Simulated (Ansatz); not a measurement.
Dissociation curve of Al2(mu-OH)2(H)4, H6Al2O2, singlet. The O3–H10 bond (O3 also carries Al, Al; H10 carries nothing else) is stretched with both fragments frozen at the PBE0/def2-SVP optimised geometry.

Method: CCSD(T) on UHF/cc-pVDZ, frozen core run with Ansatz (a quantum-chemistry and plane-wave program).

Task: Relative to R = 0.96 Å, what are the energies at R = 0.84, 1.41, 1.58, 1.77 Å?

Result: 20.1 mEh at 0.84 Å, 83.2 mEh at 1.41 Å, 121.1 mEh at 1.58 Å, 156.3 mEh at 1.77 Å.

The unrestricted determinant behind UCCSD(T) is spin-contaminated at 1.58 to 2.78 Å (<S²> up to 1.0, against 0.00 for a pure singlet).
